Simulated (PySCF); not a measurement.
# Run times: chromium in aug-cc-pV5Z

Measured wall times of calculations with PySCF 2.14 in aug-cc-pV5Z, with no relativity, point nucleus, run from one Python driver. Hardware: 1 thread of Neoverse-V1 on a shared host, 3 GiB allowed. The two-electron integrals over 202 functions were computed once and kept in memory (38 CPU seconds with the set-up); the times below exclude them. Kohn-Sham runs start from converged Hartree-Fock orbitals.

Launch command (the driver calls PySCF for each step listed in the task file):

```bash
OMP_NUM_THREADS=1 python atomrun2.py TASK.json OUT
```

```tsv
species	step	iterations	wall time (s)
Cr⁻ [Ar] 3d5 4s2	UHF with spin-orbit constants	1	40
Cr⁻ [Ar] 3d5 4s2	LDA	8	8.4
Cr⁻ [Ar] 3d5 4s2	PBE	8	10
Cr⁻ [Ar] 3d5 4s2	PBE0	9	31
Cr⁻ [Ar] 3d5 4s2	r2SCAN	8	30
Cr⁻ [Ar] 3d5 4s2	MP2 (7 electrons)		11
```

Peak memory of the process: 2.6 GiB. Times on a shared host vary from run to run.
